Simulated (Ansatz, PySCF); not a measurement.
C4H11FSi, SMILES CC(C)C[SiH2]F. Atoms are numbered in the order given.

```xyz
17

C     -2.0056     0.5814    -1.7274
C     -1.0009    -0.1614    -0.8404
C     -1.6918    -0.7455     0.3977
C      0.1770     0.7571    -0.4544
Si     1.6601    -0.0605     0.3443
F      1.2583    -0.6947     1.7999
H     -2.8372    -0.0767    -2.0271
H     -1.5294     0.9641    -2.6444
H     -2.4375     1.4426    -1.1895
H     -0.5926    -1.0038    -1.4305
H     -2.1259     0.0611     1.0133
H     -0.9927    -1.3038     1.0373
H     -2.5113    -1.4227     0.1096
H      0.5742     1.2604    -1.3571
H     -0.1773     1.5711     0.2054
H      2.7383     0.9386     0.5829
H      2.1716    -1.1807    -0.4945
```
Charge 0, spin multiplicity 1.

Coordinates come from a B3LYP-D3(BJ)/def2-SVP optimisation. The structure was generated by enumeration, and PubChem lists no compound with its InChIKey, so it may never have been made. The values are those of a single conformer.

Two levels are set side by side: PBE-D3(BJ)/def2-SVP (Ansatz, a first-principles code) and B3LYP-D3(BJ)/def2-SVP (Ansatz). Each level has its own optimised geometry; the coordinates shown are those of the second. Frequencies come from the Hessian of PySCF at each geometry. Differences are taken from unrounded values.

| quantity | B3LYP-D3(BJ) |
|---|---|
| mean bond length (Å) | 1.314 |
| bond C1–C2 (Å) | 1.532 |
| bond C2–C3 (Å) | 1.533 |
| bond C2–C4 (Å) | 1.543 |
| bond C4–Si5 (Å) | 1.872 |
| bond Si5–F6 (Å) | 1.638 |
| bond C1–H7 (Å) | 1.102 |
| bond C1–H8 (Å) | 1.102 |
| bond C1–H9 (Å) | 1.103 |
| bond C2–H10 (Å) | 1.107 |
| bond C3–H11 (Å) | 1.104 |
| bond C3–H12 (Å) | 1.100 |
| bond C3–H13 (Å) | 1.101 |
| bond C4–H14 (Å) | 1.107 |
| bond C4–H15 (Å) | 1.106 |
| bond Si5–H16 (Å) | 1.489 |
| bond Si5–H17 (Å) | 1.490 |
| highest harmonic wavenumber (cm⁻¹) | 3129 |
| mean harmonic wavenumber (cm⁻¹) | 1380 |
| zero-point energy (kcal/mol) | 88.80 |

Question: What does PBE-D3(BJ) give, and how far is it from B3LYP-D3(BJ)? (Estimate from the structure and the level; the computed values follow.)

Answer: 
| quantity | PBE-D3(BJ) | PBE-D3(BJ) minus B3LYP-D3(BJ) |
|---|---|---|
| mean bond length (Å) | 1.322 | 0.008 |
| bond C1–C2 (Å) | 1.534 | 0.002 |
| bond C2–C3 (Å) | 1.535 | 0.002 |
| bond C2–C4 (Å) | 1.544 | 0.002 |
| bond C4–Si5 (Å) | 1.879 | 0.007 |
| bond Si5–F6 (Å) | 1.650 | 0.012 |
| bond C1–H7 (Å) | 1.109 | 0.007 |
| bond C1–H8 (Å) | 1.109 | 0.007 |
| bond C1–H9 (Å) | 1.111 | 0.008 |
| bond C2–H10 (Å) | 1.115 | 0.008 |
| bond C3–H11 (Å) | 1.111 | 0.008 |
| bond C3–H12 (Å) | 1.108 | 0.008 |
| bond C3–H13 (Å) | 1.109 | 0.007 |
| bond C4–H14 (Å) | 1.115 | 0.008 |
| bond C4–H15 (Å) | 1.114 | 0.008 |
| bond Si5–H16 (Å) | 1.503 | 0.014 |
| bond Si5–H17 (Å) | 1.504 | 0.014 |
| highest harmonic wavenumber (cm⁻¹) | 3073 | -56 |
| mean harmonic wavenumber (cm⁻¹) | 1344 | -37 |
| zero-point energy (kcal/mol) | 86.43 | -2.37 |

Exact exchange shortens and stiffens bonds; PBE has none. Differences between two approximate levels are no errors against the true value.
